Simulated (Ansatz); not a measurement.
SiCl(OAc)3 (C6H9ClO6Si), 23 atoms. Hardware: 4 threads of Arm Neoverse V2 on a shared host.

Correlated methods freeze 22 core orbitals.

(1) How many basis functions does each of these Ansatz runs have, and roughly what does it cost? PBE-D4/def2-SVP, charge 0 singlet, energy, from earlier orbitals; MP2/def2-SVP, charge 0 singlet, energy, from earlier orbitals; revPBE-D4/def2-SVP, charge 1 doublet at the geometry of the charge 0 singlet, energy, from earlier orbitals; B3LYP-D4/6-31G, charge 0 singlet, energy; HF/6-31G, charge 0 singlet, energy; PBE0-D4/def2-SVP, charge 0 triplet at the geometry of the charge 0 singlet, energy; PBE-D4/def2-TZVP, charge 0 singlet, energy and forces, from earlier orbitals; r2SCAN-D4/def2-TZVP, charge 0 singlet, energy, from earlier orbitals; RPA@PBE/def2-SVP, charge 0 singlet, energy, from earlier orbitals; PBE0-D4/def2-SVP, charge 0 singlet, energy, from earlier orbitals; PBE0-D4/def2-SVP, charge 1 doublet at the geometry of the charge 0 singlet, energy; revPBE-D4/def2-SVP, charge -1 doublet at the geometry of the charge 0 singlet, energy, from earlier orbitals.

## Answers

(1) Other jobs shared the machine, so times can vary by a factor of up to 3. A dash marks memory too small to be measured apart from the calling script's.

| run | functions | fitting or Cholesky vectors | wall time | peak host memory (GiB) |
| --- | --- | --- | --- | --- |
| HF/6-31G, charge 0 singlet, energy | 152 | 1780 | 2.1 s | – |
| B3LYP-D4/6-31G, charge 0 singlet, energy | 152 | 1780 | 4.2 s | 0.6 |
| PBE-D4/def2-SVP, charge 0 singlet, energy, from earlier orbitals | 249 | 2719 | 4.4 s | – |
| PBE0-D4/def2-SVP, charge 0 singlet, energy, from earlier orbitals | 249 | 2445 | 7 s | 0.9 |
| revPBE-D4/def2-SVP, charge -1 doublet at the geometry of the charge 0 singlet, energy, from earlier orbitals | 249 | 2719 | 7.5 s | 0.55 |
| revPBE-D4/def2-SVP, charge 1 doublet at the geometry of the charge 0 singlet, energy, from earlier orbitals | 249 | 2719 | 8 s | 0.55 |
| MP2/def2-SVP, charge 0 singlet, energy, from earlier orbitals | 249 | 2445 | 8 s | 0.85 |
| RPA@PBE/def2-SVP, charge 0 singlet, energy, from earlier orbitals | 249 | 2445 | 11 s | 0.79 |
| PBE-D4/def2-TZVP, charge 0 singlet, energy and forces, from earlier orbitals | 500 | 2890 | 12 s | 1.4 |
| PBE0-D4/def2-SVP, charge 0 triplet at the geometry of the charge 0 singlet, energy | 249 | 2445 | 19 s | 1.5 |
| PBE0-D4/def2-SVP, charge 1 doublet at the geometry of the charge 0 singlet, energy | 249 | 2445 | 19 s | 1.4 |
| r2SCAN-D4/def2-TZVP, charge 0 singlet, energy, from earlier orbitals | 500 | 2890 | 20 s | 1.4 |
